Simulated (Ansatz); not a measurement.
Start from `CC(=O)CC(C)=O` and change one atom or group to get `CCCC(C)=O`.

Ansatz, PBE0-D4/def2-TZVP geometries, multiplicity 1. Each molecule was computed in one conformer, which needn't be the lowest.

```tsv
property	`CC(=O)CC(C)=O`
HOMO energy (PBE/def2-TZVPP) / eV	-5.82
HOMO energy (ωB97M-V/def2-TZVPP) / eV	-9.77
HOMO–LUMO gap (PBE0/def2-TZVPP) / eV	6.12
LUMO energy (PBE/def2-TZVPP) / eV	-2.35
HOMO energy (B3LYP/def2-TZVPP) / eV	-7.16
LUMO energy (PBE0/def2-TZVPP) / eV	-1.26
```

(1) What does the change do to each property? (An estimate is asked.)

Answers

(1) Computed: 
| property | `CCCC(C)=O` | shift |
| --- | --- | --- |
| HOMO energy (PBE/def2-TZVPP) / eV | -5.47 | 0.35 |
| HOMO energy (ωB97M-V/def2-TZVPP) / eV | -9.48 | 0.29 |
| HOMO–LUMO gap (PBE0/def2-TZVPP) / eV | 6.74 | 0.62 |
| LUMO energy (PBE/def2-TZVPP) / eV | -1.50 | 0.85 |
| HOMO energy (B3LYP/def2-TZVPP) / eV | -6.84 | 0.32 |
| LUMO energy (PBE0/def2-TZVPP) / eV | -0.33 | 0.93 |

With PBE0 the HOMO rises by 0.31 eV and the LUMO rises by 0.93 eV, so the gap widens by about 0.62 eV. PBE moves the HOMO by 0.35 eV and ωB97M-V by 0.29 eV.

B3LYP here is the variant with VWN-RPA as its local correlation; programs differ in this.
